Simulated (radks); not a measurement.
All-electron atom: Rb1.25+ in [Ar] 3d10 4s2 5s(up 0.5, down 0.5) 4p(up 2.5, down 2.25) (fractional occupations, a model configuration).

Calculated with a radial shooting solver on a logarithmic mesh with Libxc functionals: scalar-relativistic Kohn-Sham, r2SCAN, spin-polarised, spherical densities, finite nucleus; meta-GGA in the generalised Kohn-Sham scheme; Fermi nuclear charge, rms radius 4.2036 fm.

Energy parts (hartree):
part                       energy
total                 -2980.60622
kinetic                3052.74838
electron-nucleus      -7162.88124
Hartree                1230.05541
exchange-correlation   -100.52878

Orbitals (lengths in bohr, moments of r in powers of bohr; r(max) is where P^2 peaks; r(90%) holds 90 % of the orbital's charge):
orbital  occ.  eigenvalue (hartree)   <1/r>  r(90%)   r(max)      <r>
1s up       1             -554.4606   37.87  0.0721  0.02629  0.04030
1s down     1             -554.4592   37.87  0.0721  0.02629  0.04030
2s up       1             -74.96738   8.449   0.275   0.1494   0.1777
2s down     1             -74.96708   8.449   0.275   0.1494   0.1777
2p up       3             -66.44423   8.240   0.253   0.1197   0.1551
2p down     3             -66.44318   8.240   0.253   0.1197   0.1551
3s up       1             -11.80453   2.816   0.756   0.4501   0.5092
3s down     1             -11.80337   2.816   0.756   0.4502   0.5092
3p up       3              -9.03857   2.657   0.787   0.4461   0.5178
3p down     3              -9.03714   2.657   0.787   0.4461   0.5178
3d up       5              -4.48194   2.390   0.853   0.3945   0.5246
3d down     5              -4.48013   2.391   0.852   0.3945   0.5244
4s up       1              -1.74975  0.9373    2.09    1.249    1.423
4s down     1              -1.73757  0.9372    2.09    1.249    1.424
4p up     2.5              -1.11431  0.8083    2.43    1.394    1.632
4p down  2.25              -1.10282  0.8074    2.44    1.394    1.634
5s up     0.5              -0.35424  0.3204    5.70    3.576    3.964
5s down   0.5              -0.35345  0.3188    5.71    3.583    3.977

The highest occupied level is 5s down at -9.618 eV. Summed over all electrons, <r^2> = 42.87 bohr^2, which gives a Langevin (diamagnetic) susceptibility term of -34 x 10^-6 cm^3/mol. The density falls to 0.001 e/bohr^3 at r = 4.55 bohr.
